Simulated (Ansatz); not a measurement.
Computed with Ansatz on PBE0-D4/def2-TZVP structures; ΔE is electronic, products minus reactants. CBS: MP2 limit from def2 TZ/QZ plus the TZ coupled-cluster correction, frozen cores. This one scheme is used for every species, atoms too. Functionals use def2-TZVPP. Open shells (•) are unrestricted, without spin–orbit coupling. Spin–orbit coupling would lower the free atoms: a little for B, C, O, Si.

`[SiH3]C1=COBN1` → B• + 2 C• + 6 H• + N• + O• + Si•  (atomization)

`[SiH3]C1=COBN1`:

Cartesian coordinates in Å:
```
Si -0.505 -1.767 -0.682
C 0.036 -0.138 0.005
C 1.073 0.079 0.838
O 1.205 1.392 1.158
B 0.196 2.079 0.495
N -0.540 1.120 -0.230
H 0.410 -2.805 -0.146
H -1.906 -2.073 -0.284
H -0.452 -1.763 -2.169
H 1.780 -0.614 1.267
H 0.042 3.253 0.572
H -1.339 1.237 -0.824
```

```csv
level,ΔE (eV)
ωB97X-V,50.80
B2PLYP,50.14
PBE,51.67
HF/CBS(def2),36.59
```

Q: What does CCSD(T)/CBS give? (An estimate is asked.)

A: Computed: +50.43 eV. The listed levels differ from it by 0.37, -0.29, 1.24, -13.84 eV.

Largest T1 diagnostic among the species: 0.015.

The D4 term adds +0.46 eV with B3LYP and +0.24 eV with PBE0; it sums over pairs of atoms, weighted by their polarisabilities, and B3LYP, whose exchange is more repulsive, gets the larger term. From PBE to PBE0 (25 % exact exchange), in def2-TZVPP and without D4, ΔE moves by −1.03 eV: exact exchange takes away binding that semilocal exchange gives to molecules. In def2-TZVPP, CCSD(T) changes the Hartree–Fock value by +12.56 eV (the triples alone add +0.89 eV) and MP2 by +13.73 eV; breaking electron pairs costs correlation energy, which Hartree–Fock lacks.

B3LYP here is the variant with VWN-RPA as its local correlation; programs differ in this.

For atomizations the MP2-based limit and the directly extrapolated one differ by several kJ/mol either way, and by 10 to 25 for some Ge, Se and Sn compounds, so smaller differences from it don't rank the levels.
